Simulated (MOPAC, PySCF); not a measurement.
C2H3N, SMILES `C#CN`, neutral singlet in the gas phase. 

Cartesian coordinates (Å):
SMILES: C(#C)N
```xyz
6

C      1.4151     0.1124    -0.4159
C      0.2534     0.0058    -0.1144
N     -1.0207    -0.1281     0.2953
H      2.4359     0.2083    -0.6908
H     -1.5124    -0.9168    -0.1022
H     -1.5713     0.7184     0.2491
```
Charge 0, multiplicity 1.

All levels are single points at this geometry (r2SCAN-D4/def2-TZVP); Pople sets use spherical d functions. Orbital energies aren't observables, and empty levels follow the basis.

SVWN5/6-31G* in PySCF gives gap (eV) = 5.59.

Task: Estimate the gap (eV) from each of these levels: r2SCAN-D4/def2-TZVP in PySCF; B3LYP/6-311+G** in PySCF; M06-2X/6-31G* in PySCF; HF/STO-3G in PySCF; AM1 in MOPAC.

Result: 
```
level                         gap (eV)
----------------------------  --------
r2SCAN-D4/def2-TZVP in PySCF      6.11
B3LYP/6-311+G** in PySCF          6.01
M06-2X/6-31G* in PySCF           10.33
HF/STO-3G in PySCF               18.11
AM1 in MOPAC                     11.23
```
